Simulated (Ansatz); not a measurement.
Program: Ansatz. Geometries: PBE0-D4/def2-TZVP. ΔE: electronic, gas phase. CCSD(T)/CBS is the MP2 limit (def2-TZVPP, def2-QZVPP) plus CCSD(T) − MP2 in def2-TZVPP, frozen cores. DFT in def2-TZVPP. B3LYP here is the variant with VWN-RPA as its local correlation; programs differ in this. Elements past krypton have def2 core potentials. For Sn outer-core shells are correlated without core-valence functions, which leaves a few kJ/mol of doubt a bond. One conformer a species, not always the lowest.

`O[SiH2][SnH2][SiH3]` → `[SiH3][SiH2][O][SnH3]`  (isomerisation)

```
             level  ΔE (kJ/mol)  difference from CCSD(T)/CBS
            PBE-D4         31.0                         10.9
         r2SCAN-D4         21.3                          1.2
           PBE0-D4         30.4                         10.3
          B3LYP-D4         17.7                         -2.4
           ωB97X-V         13.1                         -7.0
           ωB97M-V         20.9                          0.8
            B2PLYP         16.1                         -4.0
               PBE         31.4                         11.3
            r2SCAN         21.4                          1.3
              PBE0         30.6                         10.5
             B3LYP         18.4                         -1.7
     HF/def2-TZVPP         -0.2                        -20.3
    MP2/def2-TZVPP         21.5                          1.4
SCS-MP2/def2-TZVPP         11.6                         -8.5
   CCSD/def2-TZVPP         14.6                         -5.5
CCSD(T)/def2-TZVPP         15.3                         -4.8
     HF/def2-QZVPP         -2.9                        -23.0
    MP2/def2-QZVPP         23.4                          3.3
SCS-MP2/def2-QZVPP         13.3                         -6.8
      HF/CBS(def2)         -3.3                        -23.4
     MP2/CBS(def2)         26.4                          6.3
    CCSD/CBS(def2)         19.5                         -0.6
       CCSD(T)/CBS         20.1                            0
```

Largest T1 diagnostic among the species: 0.014.

In def2-TZVPP, CCSD(T) changes the Hartree–Fock value by +15.5 kJ/mol (the triples alone add +0.7 kJ/mol) and MP2 by +21.7 kJ/mol.
